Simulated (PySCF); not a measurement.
How the method moves the HOMO and LUMO of `F[SiH](F)O[C@H]1CO1`

C₂H₄F₂O₂Si.
Z-matrix (Å and degrees, PBE0-D3(BJ)/def2-SVP geometry), rows numbered from 1:
```
F 
Si  1  1.6027
F   2  1.6109  1  107.00
O   2  1.6506  1  104.90  3  -116.39
C   4  1.3724  2  123.40  1   174.36
C   5  1.4607  4  121.60  2   -58.85
O   5  1.3931  4  116.11  2    10.68
H   2  1.4670  1  109.44  3   119.30
H   5  1.0971  4  111.45  2   147.10
H   6  1.0964  5  120.78  7   102.04
H   6  1.0958  5  118.25  7  -103.09
```

Basis pcSseg-1 throughout (PySCF), one geometry. One conformer (not necessarily the lowest) at the PBE0-D3(BJ)/def2-SVP geometry, without solvent, vibrations or thermal averaging.

Q: How do the orbital energies, the gap and the dipole change with the method?

A: 
| method | kind | HOMO (eV) | LUMO (eV) | gap (eV) | μ (D) | SCF cycles |
| --- | --- | --- | --- | --- | --- | --- |
| PBE | GGA | -6.90 | 0.46 | 7.36 | 1.94 | 15 |
| B97-2 | global hybrid | -8.23 | 1.46 | 9.69 | 2.06 | 14 |
| PBE0 | global hybrid | -8.51 | 1.45 | 9.96 | 2.07 | 14 |
| mPW1PW91 | global hybrid | -8.56 | 1.44 | 10.00 | 2.08 | 14 |
| CAM-B3LYP | range-separated hybrid | -9.95 | 2.47 | 12.41 | 2.10 | 13 |
| BHandHLYP | global hybrid | -9.97 | 2.29 | 12.26 | 2.18 | 13 |
| wB97X-D | range-separated hybrid | -10.45 | 3.36 | 13.80 | 2.11 | 14 |
| HF | Hartree–Fock | -12.15 | 4.41 | 16.56 | 2.33 | 10 |

The HOMO spans 5.25 eV, from PBE down to HF, and the gap runs from 7.36 eV (PBE) to 16.56 eV (HF). Over the methods PBE (0 %), B97-2 (21 %), PBE0 (25 %), mPW1PW91 (25 %), BHandHLYP (50 %), HF (100 %), a straight line through the gap against the share of exact exchange rises by 0.90 eV for each 10 % (correlation coefficient 0.999). The dipole ranges from 1.94 D (PBE) to 2.33 D (HF). This basis has no diffuse functions.
